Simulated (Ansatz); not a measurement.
A family of molecules: the dipole moment

One atom is swapped for its congeners: C2H9NSi `CN(C)[SiH3]`; As(CH3)2(SiH3); Sb(CH3)2(SiH3). The P member is missing. All are singlets with charge 0.

Shapes, held fixed at every level: PBE0-D4/def2-TZVP. Programs: Ansatz 0.2.0. Values in D.

```json
{"level": "PBE-D4/def2-TZVPP", "C2H9NSi": "1.01", "As(CH3)2(SiH3)": "1.12", "Sb(CH3)2(SiH3)": "0.98"}
{"level": "r2SCAN-D4/def2-TZVPP", "C2H9NSi": "1.03", "As(CH3)2(SiH3)": "1.16", "Sb(CH3)2(SiH3)": "0.97"}
{"level": "B3LYP-D4/def2-TZVPP", "C2H9NSi": "1.00", "As(CH3)2(SiH3)": "1.05", "Sb(CH3)2(SiH3)": "0.90"}
{"level": "wB97M-V/def2-TZVPP", "C2H9NSi": "1.02", "As(CH3)2(SiH3)": "1.03", "Sb(CH3)2(SiH3)": "0.86"}
```

At wB97M-V/def2-TZVPP the dipole moment isn't monotonic: it is largest for As and smallest for Sb (1.03 and 0.86 D). Every level shows the same order. The two largest values are nearly level. For atoms past krypton def2 sets carry core potentials with scalar relativity. Relativity is left out for As unless named. Magnitudes only: a dipole under 1 D may point either way.
